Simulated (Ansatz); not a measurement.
Geometry optimisation, RKS PBE0/def2-SVP (Ansatz 0.2.0).

Input file:

```yaml
crystal:
  periodic: [false, false, false]
  atoms:
    - { symbol: B, position_ang: [-0.77065, -0.235112, -0.992394] }
    - { symbol: O, position_ang: [1.543438, 1.167167, -0.296852] }
    - { symbol: F, position_ang: [-0.543774, -0.950202, -2.076229] }
    - { symbol: F, position_ang: [-1.314638, 0.958997, -1.192742] }
    - { symbol: H, position_ang: [1.142009, 1.320378, 0.568268] }
    - { symbol: Si, position_ang: [-0.394654, -0.913934, 0.825312] }
    - { symbol: H, position_ang: [1.25659, 1.925999, -0.816039] }
    - { symbol: H, position_ang: [0.855988, -1.723515, 0.850975] }
    - { symbol: H, position_ang: [-0.256794, 0.213936, 1.798384] }
    - { symbol: H, position_ang: [-1.517615, -1.763812, 1.331316] }
basis:
  gaussian: { orbitals: def2-SVP }
hamiltonian:
  xc: pbe0
relax:
  f_tol: 0.03
  max_steps: 50
```

Run as:

```bash
$ ansatz run input.yaml --threads 2 --pin off --max-ram 3072MiB --backend cpu --events-out ev --progress --plain --runs-dir out
```

Question: Where does it end, and by what steps?

Answer: It converged. The force dipped under the threshold on the way, but the program's further checks kept it going. After 24 steps the energy has fallen by 0.305 eV; H5 moved furthest, 1.29 Å. Joined: B1–O2.

```tsv
step	energy less start (eV)	largest force component (eV/Å)	accepted
0	0.0000	0.715	yes
1	0.0543	2.274	no
2	-0.0340	0.634	yes
3	-0.0608	0.633	yes
4	-0.0885	0.687	yes
5	-0.1328	0.471	yes
6	-0.1840	0.345	yes
7	-0.2359	0.733	yes
8	-0.2559	0.558	yes
9	-0.2643	0.178	yes
10	-0.2696	0.092	yes
11	-0.2696	0.094	yes
12	-0.2641	0.808	no
13	-0.2754	0.082	yes
14	-0.2791	0.400	yes
15	-0.2847	0.336	yes
16	-0.2905	0.213	yes
17	-0.3030	0.080	yes
18	-0.3027	0.199	no
19	-0.3037	0.014	yes
20	-0.2994	0.448	no
21	-0.3044	0.040	yes
22	-0.3048	0.091	yes
23	-0.3051	0.054	yes
24	-0.3054	0.021	yes
```

```xyz
10
Properties=species:S:1:pos:R:3
B -0.394 0.175 -0.631
O 1.100 1.156 -0.422
F -0.112 -0.355 -1.853
F -1.298 1.194 -0.673
H 0.792 2.075 -0.417
Si -0.416 -1.071 0.986
H 1.584 1.036 -1.255
H 0.785 -1.970 0.998
H -0.406 -0.297 2.271
H -1.634 -1.943 0.997
```

The run took 55 s on 2 threads of Intel(R) Xeon(R) Platinum 8375C CPU @ 2.90GHz (Ice Lake) (shared host), peak memory 0.22 GiB.
